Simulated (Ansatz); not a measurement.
`[F][In]([F])[SeH]` and `[F][In]([F])[F]` differ in one atom or group.

Ansatz, PBE0-D4/def2-TZVP geometries, multiplicity 1. Each molecule was computed in one conformer, which needn't be the lowest.

Elements past krypton have def2 core potentials. Outer-core shells of In, Se are correlated without core-valence functions. Scalar relativity is left out up to krypton. Spin–orbit coupling is left out.

| property | `[F][In]([F])[SeH]` |
| --- | --- |
| vertical ionisation energy (CCSD(T)/def2-TZVPP) / eV | 10.37 |
| ideal-gas entropy at 298 K and 1 bar (rigid rotor, harmonic PBE0-D4/def2-TZVP) / J/(mol·K) | 359 |
| size of the dipole moment (ωB97M-V/def2-TZVPP) / D | 3.09 |
| HOMO–LUMO gap (PBE/def2-TZVPP) / eV | 3.44 |
| HOMO–LUMO gap (PBE0/def2-TZVPP) / eV | 5.48 |
| LUMO energy (B3LYP/def2-TZVPP) / eV | -3.01 |

Q: Give the same properties after the change, and the shifts. (An estimate is asked.)

A: The calculation gave: 
```json
{"property": "vertical ionisation energy (CCSD(T)/def2-TZVPP) / eV", "`[F][In]([F])[F]`": "14.25", "shift": "3.88"}
{"property": "ideal-gas entropy at 298 K and 1 bar (rigid rotor, harmonic PBE0-D4/def2-TZVP) / J/(mol·K)", "`[F][In]([F])[F]`": "310", "shift": "-49"}
{"property": "size of the dipole moment (ωB97M-V/def2-TZVPP) / D", "`[F][In]([F])[F]`": "0.00", "shift": "-3.09"}
{"property": "HOMO–LUMO gap (PBE/def2-TZVPP) / eV", "`[F][In]([F])[F]`": "4.82", "shift": "1.38"}
{"property": "HOMO–LUMO gap (PBE0/def2-TZVPP) / eV", "`[F][In]([F])[F]`": "7.73", "shift": "2.25"}
{"property": "LUMO energy (B3LYP/def2-TZVPP) / eV", "`[F][In]([F])[F]`": "-3.83", "shift": "-0.82"}
```

With PBE0 the HOMO falls by 2.98 eV and the LUMO falls by 0.74 eV, so the gap widens by about 2.24 eV. PBE moves the HOMO by -2.21 eV and ωB97M-V by -3.33 eV. The zero-point energy changes by -16.8 kJ/mol with -3 modes.

B3LYP here is the variant with VWN-RPA as its local correlation; programs differ in this.
